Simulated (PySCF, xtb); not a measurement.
Bi(Br)(SiH3)2 (BiBrH₆Si₂), SMILES [SiH3][Bi]([SiH3])[Br].

GFN2-xTB run with xtb at its own geometry gives an orbital gap of 3.46 eV and a dipole moment of 6.49 D.

The structure is a stationary point at B3LYP-D3(BJ)/def2-SVP. The def2 effective core potentials stand for the cores of Bi; spin–orbit coupling is left out.

Problem. What does B3LYP/def2-TZVP (PySCF) give? (The exact figures need the calculation; the answer reports its results.)

Solution. gap 4.39 eV (levels -6.95 and -2.55 eV), dipole 3.14 D.
